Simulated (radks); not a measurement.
Values are calculated unless marked as measured or tabulated.
Task: The mean radii <r> (bohr) of the occupied orbitals of an atom or ion are listed with their occupations. Level of theory: scalar-relativistic Kohn-Sham, BLYP, spin-polarised, spherical densities, finite nucleus; Fermi nuclear charge, rms radius of each element as measured or else 0.836 A^(1/3) + 0.57 fm (a radial shooting solver on a logarithmic mesh with Libxc functionals).

orbital  occ.      <r>
1s up       1  0.04029
1s down     1  0.04029
2s up       1   0.1759
2s down     1   0.1757
2p up       3   0.1531
2p down     3   0.1530
3s up       1   0.4422
3s down     1   0.4437
3p up       3   0.4318

Name the element and its charge. Open shells, if any, are filled with parallel spins first.

Result: Z = 37, rubidium, charge +22: Rb22+ in [Ne] 3s2 3p3. The 1s radius gives Z: for a bare nucleus <r> = (2 gamma + 1)/(2Z) with gamma = sqrt(1 - (Z/c)^2), 0.03954 bohr for Z = 37, and screening makes it slightly larger (0.04029 here). The occupations add up to 15, and the charge is Z minus that.
